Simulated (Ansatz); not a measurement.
`[F][GeH2][SiH2]S` + `OCO[SiH2]O` → `O[SiH2][GeH2][F]` + `O[SiH2]OCS`  (redistribution)

Calculated with Ansatz (gas phase, PBE0-D4/def2-TZVP geometries, no zero-point term in ΔE). CBS: MP2 limit from def2 TZ/QZ plus the TZ coupled-cluster correction, frozen cores. DFT in def2-TZVPP. For Ge outer-core shells are correlated without core-valence functions, which leaves a few kJ/mol of doubt a bond. Scalar relativity is left out up to krypton. One conformer a species, not always the lowest.

| species | r2SCAN-D4 energy (Eh) |
| --- | --- |
| `[F][GeH2][SiH2]S` | -2867.56445 |
| `OCO[SiH2]O` | -556.93454 |
| `O[SiH2][GeH2][F]` | -2544.62418 |
| `O[SiH2]OCS` | -879.88852 |

Question: Work out ΔE.

Answer: ΔE = (-2544.62418) + (-879.88852) − (-2867.56445) − (-556.93454) = -0.01371 Eh = -36.0 kJ/mol. CCSD(T)/CBS gives -38.5 kJ/mol.

Largest T1 diagnostic among the species: 0.012.

In def2-TZVPP, CCSD(T) changes the Hartree–Fock value by −5.0 kJ/mol (the triples alone add −0.8 kJ/mol) and MP2 by −9.6 kJ/mol.
